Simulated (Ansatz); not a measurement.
Cost and result for the atomization energy of C$_{3}$H$_{8}$OSi, SMILES `CC(C)[Si]O` (13 atoms, 12 bonds).

```tsv
atom	x (Å)	y (Å)	z (Å)
C1	0.894	0.616	-0.523
C2	0.024	-0.551	-0.088
C3	0.028	-0.732	1.432
Si4	-1.809	-0.554	-0.682
O5	-1.917	0.841	-1.563
H6	0.949	0.711	-1.613
H7	0.522	1.565	-0.119
H8	1.924	0.511	-0.165
H9	0.428	-1.478	-0.529
H10	-0.602	-1.570	1.747
H11	-0.347	0.164	1.938
H12	1.038	-0.918	1.809
H13	-1.132	1.394	-1.645
```

Total charge 0; spin multiplicity 1. Geometry: relaxed with PBE0-D4/def2-TZVP. It is one conformer, not always the lowest. Program: Ansatz. All runs use 4 threads of an Arm Neoverse V2 on a shared host. Times are those of one run each, without the atoms' runs, and a repeat can differ threefold. Electronic energies, without spin–orbit coupling; frozen cores. CCSD(T)/CBS adds CCSD(T) − MP2 in def2-TZVPP to the MP2 limit, and its time is that of the two runs behind it. T1 = 0.013; the RHF reference is unstable towards UHF. HSE06 is the plane-wave form, built on full-range PBE exchange.

CCSD(T)/CBS is a level of theory with its own doubt, some kJ/mol a heavy atom from the limit and from the frozen cores, so smaller differences don't rank the functionals.

```
                           level  functions  wall time
            revPBE-D4/def2-TZVPP        278        2 s
              BLYP-D4/def2-TZVPP        278        2 s
 PBE-D4/def2-TZVPP (with forces)        278      2.5 s
              PBE0-D4/def2-TZVPP        278      2.6 s
             HSE06-D4/def2-TZVPP        278      2.9 s
           r2SCANh-D4/def2-TZVPP        278      4.6 s
                CCSD(T)/def2-SVP        114        5 s
             PBE-QIDH/def2-TZVPP        278      6.5 s
              ωB97X-V/def2-TZVPP        278        7 s
ωB97M-V/def2-TZVPP (with forces)        278       11 s
                  MP2/def2-QZVPP        538       26 s
              CCSD(T)/def2-TZVPP        278    2.8 min
               CCSD(T)/CBS(def2)          –    3.2 min
```

Q: What atomization energy does each give, and how far from CCSD(T)/CBS? (An estimate is asked.)

A: The calculation gave: 
| level | atomization (kJ/mol) | difference from CCSD(T)/CBS | per bond |
| --- | --- | --- | --- |
| revPBE-D4/def2-TZVPP | 4976.2 | -31.4 | -2.6 |
| BLYP-D4/def2-TZVPP | 4988.0 | -19.6 | -1.6 |
| PBE-D4/def2-TZVPP (with forces) | 5086.0 | 78.4 | 6.5 |
| PBE0-D4/def2-TZVPP | 5008.9 | 1.3 | 0.1 |
| HSE06-D4/def2-TZVPP | 5012.1 | 4.5 | 0.4 |
| r2SCANh-D4/def2-TZVPP | 4976.6 | -31.0 | -2.6 |
| CCSD(T)/def2-SVP | 4751.3 | -256.3 | -21.4 |
| PBE-QIDH/def2-TZVPP | 4972.2 | -35.4 | -2.9 |
| ωB97X-V/def2-TZVPP | 5007.6 | 0.0 | 0.0 |
| ωB97M-V/def2-TZVPP (with forces) | 5024.2 | 16.6 | 1.4 |
| MP2/def2-QZVPP | 5018.3 | 10.7 | 0.9 |
| CCSD(T)/def2-TZVPP | 4887.2 | -120.4 | -10.0 |
| CCSD(T)/CBS(def2) | 5007.6 | 0.0 | 0.0 |

From BLYP to BHLYP (50 % exact exchange), in def2-TZVPP and without D4, the atomization energy moves by −89.3 kJ/mol: exact exchange takes away binding that semilocal exchange gives to molecules. Leaving LDA and LC-ωPBE aside and taking each functional with its dispersion term where it has one, the values, not all of them listed here, spread over 216.0 kJ/mol, from BHLYP-D4 to PBE-D4. LDA lies +633.3 kJ/mol from PBE without D4, its usual overbinding. In def2-TZVPP, CCSD(T) changes the Hartree–Fock value by +1199.8 kJ/mol (the triples alone add +67.0 kJ/mol) and MP2 by +1259.7 kJ/mol; breaking electron pairs costs correlation energy, which Hartree–Fock lacks.
